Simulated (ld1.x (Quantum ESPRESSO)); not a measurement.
## boron ultrasoft: all-electron and pseudo phase curves

- Element: B
- Generator: ld1.x (Quantum ESPRESSO) 7.5
- Type: ultrasoft
- Functional: PBE
- Relativity: scalar-relativistic
- Frozen core: [He]
- Valence charge: 3
- Reference configuration: 2s2 2p1
- Partial waves: 2s (bound): rcut 1.20, rcutus 1.25 bohr; 2s channel at 0.8 Ry: rcut 1.20, rcutus 1.25 bohr; 2p (bound): rcut 2.00, rcutus 2.60 bohr; 2p channel at 0.3 Ry: rcut 2.00, rcutus 2.60 bohr
- Local potential: all-electron potential smoothed inside 1.20 bohr (lloc = -1)
- Core correction: none
- Augmentation charge: built from norm-conserving waves at rcut, not smoothed further

The phase is arctan(r·u′/u) with u = r·R(r), unwrapped; energies in Ry, scanned from -3 to 5 Ry. A pole is an energy at which the radial function vanishes at the test radius. The pseudo phase is shifted by a multiple of π to meet the all-electron one at the reference energy, and phase errors are pseudo minus all-electron; the curves can meet again beyond the range given. Levels narrower than the energy grid can be missing from the lists of poles.

| channel | radius (bohr) | reference energy (Ry) | poles, all-electron | poles, pseudo | unbroken range about the reference energy with phases within 0.05 rad | phase error 1 Ry above the reference energy (rad) |
| --- | --- | --- | --- | --- | --- | --- |
| s | 2.85 | -0.69 | -0.28, 4.47 | -0.28, 4.49 | the whole range | -0.000 |
| p | 2.85 | -0.27 | 0.19, 4.12 | 0.19, 4.14 | the whole range | -0.000 |

Phases in the s channel:

```json
{"E (Ry)": "-3.00", "all-electron": "1.342", "pseudo": "1.342"}
{"E (Ry)": "-2.52", "all-electron": "1.312", "pseudo": "1.312"}
{"E (Ry)": "-2.04", "all-electron": "1.264", "pseudo": "1.264"}
{"E (Ry)": "-1.56", "all-electron": "1.163", "pseudo": "1.163"}
{"E (Ry)": "-1.08", "all-electron": "0.762", "pseudo": "0.762"}
{"E (Ry)": "-0.60", "all-electron": "-1.266", "pseudo": "-1.266"}
{"E (Ry)": "-0.12", "all-electron": "-1.641", "pseudo": "-1.641"}
{"E (Ry)": "0.36", "all-electron": "-1.781", "pseudo": "-1.781"}
{"E (Ry)": "0.84", "all-electron": "-1.929", "pseudo": "-1.929"}
{"E (Ry)": "1.32", "all-electron": "-2.226", "pseudo": "-2.226"}
{"E (Ry)": "1.80", "all-electron": "-3.182", "pseudo": "-3.179"}
{"E (Ry)": "2.28", "all-electron": "-4.156", "pseudo": "-4.153"}
{"E (Ry)": "2.76", "all-electron": "-4.449", "pseudo": "-4.448"}
{"E (Ry)": "3.24", "all-electron": "-4.572", "pseudo": "-4.570"}
{"E (Ry)": "3.72", "all-electron": "-4.641", "pseudo": "-4.640"}
{"E (Ry)": "4.20", "all-electron": "-4.690", "pseudo": "-4.688"}
{"E (Ry)": "4.68", "all-electron": "-4.729", "pseudo": "-4.727"}
```
